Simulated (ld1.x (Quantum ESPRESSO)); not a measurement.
# Varying the TM potential for In (Z = 49)

Base potential:

ld1.x (Quantum ESPRESSO) 7.5 input, shortened:

```
&input
   title='In', zed=49., rel=1, dft='PZ', iswitch=3,
   config='[Kr] 4d10 5s2 5p0.5'
 /
 &inputp
   pseudotype=2, tm=.true., lloc=-1, rcloc=1.05,
   nlcc=.false.
 /
3
4S  1  0   2.00   0.00  0.95  0.95  0.0
4P  2  1   6.00   0.00  1.25  1.25  0.0
4D  3  2  10.00   0.00  1.30  1.30  0.0
 &test
   configts(1)='4s2 4p6 4d10 5s2 5p0.5'
 /
```

Occupied shells without a wave of their own: 5p, 5s. They enter only through the test configuration that unscreens the potential.

All-electron outer shells of the reference configuration (LDA (PZ), scalar-relativistic, ld1.x):

```
shell  level (eV)  outermost node (bohr)  outermost maximum (bohr)
   3p     -652.28                   0.14                      0.31
   3d     -436.55                      –                      0.26
   4s     -123.00                   0.41                      0.77
   4p      -81.59                   0.42                      0.82
   4d      -22.25                   0.40                      0.94
   5s      -11.73                   1.02                      2.13
   5p       -5.54                   1.14                      2.71
```

Cutoffs, loose and tight: the cutoffs (Ry, on a coarse ladder) from which the occupation-weighted sum of valence levels, in a spherical-Bessel basis at the reference potential, stays within 10 and 1 mRy of its value at 400 Ry. They do not see the model core or the augmentation charge, which bear on the density cutoff. Test errors are all-electron minus pseudo excitation energies from the reference, over the configurations 4s2 4p6 4d10 5s2 5p1; 4s2 4p6 4d10 5s2 5p0; 4s2 4p6 4d10 5s1 5p0; 4s2 4p6 4d9 5s0 5p0; 4s2 4p6 4d9 5s2 5p1; 4s2 4p6 4d9 5s2 5p2; 4s2 4p6 4d10 5s2 5p1.3 (two spin-polarised tests are not counted in the largest error). A dash means not determined; rows that change the core or the reference have their own tests.

| change | outcome | cutoff, loose | cutoff, tight | bound ghosts | largest test error (meV) |
| --- | --- | --- | --- | --- | --- |
| base | generated, misses its reference levels by 0.65 eV | 160 Ry | 300 Ry | none | -3057 |
| wave 4p (bound): rc 1.25 bohr becomes 4p (bound): rc 1.04 bohr | generated, misses its reference levels by 0.65 eV | 180 Ry | 300 Ry | none | -2984 |
| wave 4p (bound): rc 1.25 bohr becomes 4p (bound): rc 1.14 bohr | generated, misses its reference levels by 0.65 eV | 180 Ry | 300 Ry | none | -3011 |
| wave 4p (bound): rc 1.25 bohr becomes 4p (bound): rc 1.28 bohr | generated, misses its reference levels by 0.65 eV | 160 Ry | 300 Ry | none | -3070 |
| wave 4p (bound): rc 1.25 bohr becomes 4p (bound): rc 1.40 bohr | generated, misses its reference levels by 0.65 eV | 160 Ry | 300 Ry | none | -3115 |
| wave 4p (bound): rc 1.25 bohr becomes 4p (bound): rc 1.56 bohr | generated, misses its reference levels by 0.65 eV | 160 Ry | 300 Ry | none | -3170 |
| wave 4p (bound): rc 1.25 bohr becomes 4p (bound): rc 1.64 bohr | generated, misses its reference levels by 0.65 eV | 160 Ry | 300 Ry | none | -3189 |
| wave 4p (bound): rc 1.25 bohr becomes 4p (bound): rc 1.74 bohr | generated, misses its reference levels by 0.65 eV | 160 Ry | 300 Ry | none | -3193 |
| wave 4p (bound): rc 1.25 bohr becomes 4p (bound): rc 1.86 bohr | generated, misses its reference levels by 0.65 eV | 160 Ry | 300 Ry | none | -3172 |

Question: What comes out with this change to the base: wave 4p (bound): rc 1.25 bohr becomes 4p (bound): rc 0.90 bohr?

Answer: outcome: generated, misses its reference levels by 0.65 eV; cutoff, loose: 200 Ry; cutoff, tight: 300 Ry; bound ghosts: none; largest test error (meV): -2972.

Question: What comes out with this change to the base: wave 4p (bound): rc 1.25 bohr becomes 4p (bound): rc 0.78 bohr?

Answer: outcome: generated, misses its reference levels by 0.65 eV; cutoff, loose: 300 Ry; cutoff, tight: over 300 Ry; bound ghosts: none; largest test error (meV): -2990.

Reading the sweep of the p radius (base included, trends over the rows without a ghost): The loose cutoff falls from 300 Ry at 0.78 to 160 Ry at 1.86 bohr. A larger radius leaves more room for a smooth pseudo-wave, so fewer plane waves are needed; a smaller one forces it to follow the all-electron wave where it bends sharply. The median size of the test errors (rows with all tests solved) is not monotonic: lowest 90.8 meV at 0.9 bohr, highest 201.9 meV at 1.74 bohr.
